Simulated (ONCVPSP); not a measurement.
manganese (Mn), ONCV: configuration errors across variants

Mn (Z = 25), optimised norm-conserving Vanderbilt (ONCV), made with ONCVPSP 4.0.1 (LDA (Perdew-Zunger), fully relativistic). Core [Ne], reference 3s2 3p6 3d5 4s2. Waves: 3s+4s: rc 1.40 bohr, ncon 4, nbas 8, qcut 7 1/bohr, 2 projectors; 3p: rc 0.85 bohr, ncon 4, nbas 9, qcut 9.1 1/bohr, 2 projectors, debl 0.8 Ha; 3d: rc 0.85 bohr, ncon 4, nbas 9, qcut 10.3 1/bohr, local. Local part: the d channel. Core correction: none.

Open shells are filled in proportion to 2j + 1.

In the p channel the program set the typed energies aside and used -1.986, 0.250 Ha (j = l + 1/2; the other j can differ).

All-electron excitation energies from the reference (eV): (1) 3s2 3p6 3d5 4s1 8.654; (2) 3s2 3p6 3d5 4s0 24.531; (3) 3s2 3p6 3d4 4s0 57.342; (4) 3s2 3p6 3d5 4s0 4p2 8.081.

1 further variants failed, have other tests or another functional or relativity, and are left out.

A true bound ghost makes a file unfit for plane-wave use even where its test errors are small: the radial tests pick states by their node count and pass the ghost by.

Errors AE − PS in meV (a dash: test not solved or not reliable):

```csv
change,(1),(2),(3),(4),bound ghosts,GHOST(+) flags above zero
base,+0.7,+3.5,-3.8,+1.1,s,none
s: qcut 5.5; p: qcut 7.2; d: qcut 8.1,+0.6,+2.6,-8.8,+0.4,s,none
"core correction Teter function, fcfact 3.75, rcfact 1.65",+0.6,+2.7,-4.7,+0.5,s,none
s: rc 2.1,+0.5,+2.5,-9.8,+0.2,s,none
p: qcut 12.5,+0.7,+3.5,-4.1,+1.0,s,none
```

(1) Give the same row for: s: nbas 7.

Results:

(1) +1.1, +4.4, -1.2, +1.9; bound ghosts: s; GHOST(+) flags above zero: none.
